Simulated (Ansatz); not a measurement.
Problem. Predict a relaxed structure of B2(F)4 (B2F4), charge 0, singlet, at r2SCAN-D4/def2-SVP (Ansatz).

Solution. 
```csv
atom,x (Å),y (Å),z (Å)
B1,0.1467,-0.6821,0.5022
F2,-0.5997,-1.7716,0.4304
F3,1.1291,-0.6934,1.3877
B4,-0.1462,0.6815,-0.5032
F5,-0.9690,1.6496,-0.1356
F6,0.4390,0.8160,-1.6816
```
Point group D2d (tolerance 0.1 Å). This is one stationary point.
